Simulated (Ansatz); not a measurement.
Cost and result up the ladder for Pt₂Au (3 atoms). The state is a doublet with charge 0. Geometry: PBE0-D4/def2-TZVP.

```
atom   x (Å)   y (Å)   z (Å)
 Pt1   0.786  -1.022  -0.680
 Pt2   0.195   0.149   1.437
 Au3  -0.981   0.873  -0.757
```

Ansatz on 4 threads of Arm Neoverse V2 on a shared host. Times are rough, and most runs start from the orbitals of an earlier one. PBE0-D4/def2-TZVPD serves as the yardstick here, not as an exact answer. Differences are given only for rows in sets of like size (and for xTB, whose basis is part of the method), since another set adds its own error. Binding counts from free atoms at the same level (Pt triplet, Au doublet; other spins of the atoms weren't run), without zero-point energy or a counterpoise term.

In the def2 sets Au, Pt take a core potential; there is no spin–orbit coupling. HSE06 is defined as in plane-wave codes, on full-range PBE exchange. Correlated methods freeze no core orbitals; core or outer-core shells of Pt, Au are correlated, in sets that lack core-valence functions. In CCSD on the charge 0 doublet the largest single amplitude is 0.20, so its Hartree–Fock determinant may place the open shell otherwise than the density functionals do. HOMO above LUMO, or a gap near zero within one spin, warns that the state may not be the lowest or that an electron is smeared out. The structure comes from a short search, and lower isomers may exist.

Run but left out: HF/def2-TZVP (⟨S²⟩ 1.08, where a pure state has 0.75).

Correlated methods converge slowly with the basis.

```tsv
level	functions	binding energy per atom (eV)	difference from PBE0-D4/def2-TZVPD (eV)	remarks
r2SCAN-D4/def2-TZVP	120	1.87	0.22	–
PBE-D4/def2-SVP	96	1.88	–	gap within one spin near zero
HSE06-D4/def2-TZVP	120	1.65	0.00	–
PBE-QIDH/def2-TZVP	120	1.64	-0.01	spin-contaminated (⟨S²⟩ 0.89)
CCSD(T)/def2-TZVP	120	1.63	-0.02	spin-contaminated (⟨S²⟩ 1.08)
r2SCAN-D4/def2-TZVPD	129	1.88	0.23	spin-contaminated (⟨S²⟩ 0.83)
r2SCANh-D4/def2-TZVP	120	1.75	0.10	–
PBE0-D4/def2-SVP	96	1.57	–	–
BLYP-D4/def2-TZVP	120	1.78	0.12	–
PBE-D4/def2-TZVPD	129	1.96	0.30	–
PBE-D4/def2-TZVP (with forces)	120	1.95	0.29	–
PBE0-D4/def2-TZVPD	129	1.66	0.00	–
PBE0-D4/def2-TZVP	120	1.64	-0.01	–
```

(1) Estimate how long each takes.

## Answers

(1) PBE0-D4/def2-SVP 3.8 s; HSE06-D4/def2-TZVP 5.5 s; PBE-QIDH/def2-TZVP 7 s; PBE-D4/def2-SVP 8.5 s; PBE0-D4/def2-TZVPD 9 s; PBE0-D4/def2-TZVP 12 s; BLYP-D4/def2-TZVP 12 s; PBE-D4/def2-TZVP (with forces) 16 s; PBE-D4/def2-TZVPD 19 s; r2SCANh-D4/def2-TZVP 21 s; r2SCAN-D4/def2-TZVP 28 s; r2SCAN-D4/def2-TZVPD 31 s; CCSD(T)/def2-TZVP 72 s. On shared hardware such times vary by a factor of up to 3.
